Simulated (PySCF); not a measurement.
Isomers of C8H9N3, from PBE0-D3(BJ)/def2-SVP geometry optimisation, gas phase in PySCF 2.14.0. One conformer each, no zero-point energy, no frequencies.

Task: Which is lower in electronic energy at this level?
A. `CC(C)C#Cc1ncncn1`: A = 3522, B = 461.3, C = 415.3 MHz, dipole 2.09 D
B. `[N:1]#[C:2][c:3]1[cH:4][n:5][cH:6][n:7]1[CH:8]1[CH2:9][CH2:10][CH2:11]1` with C6–N7–C8–C9 -119°, N7–C8–C9–C10 144°, C8–C9–C10–C11 -21°, C9–C10–C11–C8 21°, N7–C8–C11–C10 -144°: A = 1671, B = 1009, C = 659.3 MHz, dipole 4.26 D

Result: B. That is `N#Cc1cncn1C1CCC1`, 19.6 kcal/mol below the other.

| SMILES | mapped SMILES | E (Eh) | relative (kcal/mol) | relative (kJ/mol) | dipole (D) |
| --- | --- | --- | --- | --- | --- |
| N#Cc1cncn1C1CCC1 | [N:1]#[C:2][c:3]1[cH:4][n:5][cH:6][n:7]1[CH:8]1[CH2:9][CH2:10][CH2:11]1 | -473.60579 | 0.0 | 0.0 | 4.26 |
| CC(C)C#Cc1ncncn1 | [CH3:1][CH:2]([CH3:3])[C:4]#[C:5][c:6]1[n:7][cH:8][n:9][cH:10][n:11]1 | -473.57459 | 19.6 | 81.9 | 2.09 |

As drawn, the lower has a four-membered ring and a C≡N group, which the higher lacks; the higher has a C≡C bond, which the lower lacks.
